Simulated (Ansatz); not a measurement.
Cartesian coordinates in Å:
```
Si 0.441 0.390 -0.236
Zn -2.207 -1.950 1.181
H 1.474 1.304 -0.789
H -0.549 0.065 -1.293
H -0.248 1.051 0.901
H 1.088 -0.860 0.237
```

Charge 0, multiplicity 1. The bonds changed during the relaxation, so this is another structure than the one it started from.

**Question.** List the CAM-B3LYP/def2-TZVPP orbital energies in eV (the Gaussian-basis code of Ansatz). (Best estimate.)

**Answer.** The calculation gave: Occupied: -9450.85, -1800.88, -1149.86, -1013.27, -1013.27, -1013.27, -145.49, -132.71, -100.81, -100.81, -100.81, -88.94, -88.94, -88.94, -17.03, -14.85, -14.85, -14.85, -14.85, -14.85, -11.34, -11.32, -11.32, -7.84. Lowest empty: 0.28, 0.29, 0.29, 1.99, 2.00, 2.07, 3.32, 5.06.
